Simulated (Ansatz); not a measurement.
[VO2F2]- (VO2F2⁻). Charge -1, multiplicity 1. Geometry PBE-D4/def2-SVPD.

```xyz
5

V     0.0254   -0.0245    0.0356
O     0.6876    0.6524    1.3555
O     0.3176   -1.6222    0.0564
F     0.7344    0.7161   -1.4631
F    -1.7650    0.2782    0.0155
```

The 6-31G sets use Cartesian d functions. LC-ωPBE has ω = 0.4 bohr⁻¹. B3LYP takes the VWN-RPA correlation. The restricted singlet is unstable towards broken spin symmetry in Hartree–Fock (as tested in another run); at LDA (SPW92)/def2-TZVPD, revPBE-D4/def2-TZVPD, r2SCAN-D4/def2-TZVPD, B3LYP-D4/6-31G and others this wasn't settled.

**Question.** Estimate the orbital energies around the gap (eV) in Ansatz with LDA (SPW92)/def2-TZVPD, revPBE-D4/def2-TZVPD, r2SCAN-D4/def2-TZVPD, B3LYP-D4/6-31G, LC-ωPBE/def2-TZVPD.

**Answer.** 
| orbital | LDA (SPW92)/def2-TZVPD | revPBE-D4/def2-TZVPD | r2SCAN-D4/def2-TZVPD | B3LYP-D4/6-31G | LC-ωPBE/def2-TZVPD |
| --- | --- | --- | --- | --- | --- |
| HOMO−9 | -5.30 | -4.89 | -5.45 | -5.93 | -10.08 |
| HOMO−8 | -5.13 | -4.73 | -5.28 | -5.87 | -9.94 |
| HOMO−7 | -5.10 | -4.71 | -5.28 | -5.80 | -9.89 |
| HOMO−6 | -4.57 | -4.19 | -4.74 | -5.15 | -9.19 |
| HOMO−5 | -4.15 | -3.78 | -4.26 | -4.95 | -8.83 |
| HOMO−4 | -3.73 | -3.40 | -3.91 | -4.43 | -8.28 |
| HOMO−3 | -3.11 | -2.76 | -3.20 | -3.72 | -7.38 |
| HOMO−2 | -3.04 | -2.68 | -3.12 | -3.62 | -7.35 |
| HOMO−1 | -2.97 | -2.59 | -3.01 | -3.50 | -7.16 |
| HOMO | -1.85 | -1.51 | -1.93 | -2.42 | -5.99 |
| LUMO | 1.59 | 2.01 | 1.91 | 2.94 | 4.68 |
| LUMO+1 | 2.12 | 2.50 | 2.42 | 3.42 | 4.68 |
| LUMO+2 | 2.61 | 2.95 | 2.92 | 3.89 | 4.69 |
| LUMO+3 | 3.26 | 3.34 | 3.70 | 4.36 | 5.05 |
| LUMO+4 | 3.67 | 3.63 | 4.13 | 4.87 | 5.13 |
| LUMO+5 | 3.82 | 3.65 | 4.15 | 5.05 | 5.55 |
